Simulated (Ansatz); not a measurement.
A nudged elastic band was laid between two geometries of C2H7NOSi (12 atoms, charge 0, multiplicity 1).

These are results of Ansatz, RKS PBE0-D4/6-31G*, not measurements.

* movable images: 5
* climbing image: yes
* spring: 5.0 eV/Å²
* optimiser: quadratic models (default)
* start path: through a guess of the saddle point
* force threshold: 0.03 eV/Å
* iteration limit: 60
* end points: relaxed

Image 0:

```xyz
12
Properties=species:S:1:pos:R:3
C -1.232 -0.113 1.464
O -0.036 0.436 0.957
C 0.556 -0.376 -0.008
N 0.005 -0.353 -1.369
Si 1.498 0.526 -1.329
H -1.064 -1.118 1.880
H -2.016 -0.183 0.695
H -1.578 0.551 2.259
H 0.759 -1.386 0.366
H -0.945 -0.032 -1.513
H 2.602 -0.012 -2.160
H 1.526 2.005 -1.209
```

Image 6:

```xyz
12
Properties=species:S:1:pos:R:3
C -1.166 -0.230 1.273
O -0.078 0.578 0.873
C 0.834 -0.075 0.074
N 0.400 -0.162 -1.366
Si 2.146 0.787 -1.034
H -0.822 -1.116 1.827
H -1.766 -0.566 0.414
H -1.795 0.379 1.926
H 1.059 -1.089 0.430
H -0.397 0.429 -1.573
H 0.311 -1.081 -1.787
H 1.352 2.091 -1.023
```

Task: What changes between the two ends?

Result: Bonds broken: Si5–H11. Bonds formed: N4–H11.

Task: What energy profile does the band end with?

Result: The run converged. The highest image is number 3 of 0 to 6, 1.86 eV above the first end and 1.62 eV above the last; the last end lies 0.25 eV above the first. A vibrational analysis at the climbing image gives one clearly imaginary mode, 1245i cm⁻¹: a first-order saddle point. The orbitals stay closed-shell, which can raise the energy where a bond breaks towards radicals; this wasn't checked here.

```tsv
image	path coordinate (Å)	energy (eV)	Si5–H11 (Å)	N4–H11 (Å)
0	0.00	0.00	1.48	2.74
1	0.63	0.26	1.46	2.53
2	1.26	1.21	1.47	2.11
3	1.89	1.86	1.58	1.50
4	2.52	0.99	2.09	1.04
5	3.15	0.41	2.51	1.01
6	3.78	0.25	2.72	1.01
```

Task: What is the geometry of the highest image?

Result: 
```xyz
12
Properties=species:S:1:pos:R:3:forces:R:3
C -1.217 -0.127 1.366 0.01 0.00 0.00
O -0.068 0.497 0.823 0.00 0.00 0.00
C 0.646 -0.353 -0.010 0.01 0.00 0.00
N 0.178 -0.529 -1.321 0.00 0.00 -0.01
Si 2.023 0.616 -1.036 0.00 0.00 0.00
H -0.949 -1.036 1.925 0.00 0.00 0.00
H -1.943 -0.395 0.587 0.00 0.00 0.00
H -1.671 0.593 2.050 0.00 0.00 0.00
H 0.953 -1.286 0.470 0.00 0.00 0.00
H -0.494 0.219 -1.524 0.00 0.00 0.00
H 1.336 -0.194 -2.210 0.00 0.00 0.00
H 1.282 1.939 -1.085 0.00 0.00 0.00
```

Task: What are the harmonic wavenumbers there?

Result: 1245i, 99, 189, 212, 352, 417, 515, 569, 669, 743, 850, 958, 1059, 1091, 1131, 1189, 1218, 1254, 1283, 1397, 1502, 1516, 1532, 1963, 2113, 3036, 3101, 3126, 3181, 3479 cm⁻¹.

Run time: 2.6 min on 2 threads of Arm Neoverse V2 (shared host), peak memory 0.2 GiB.
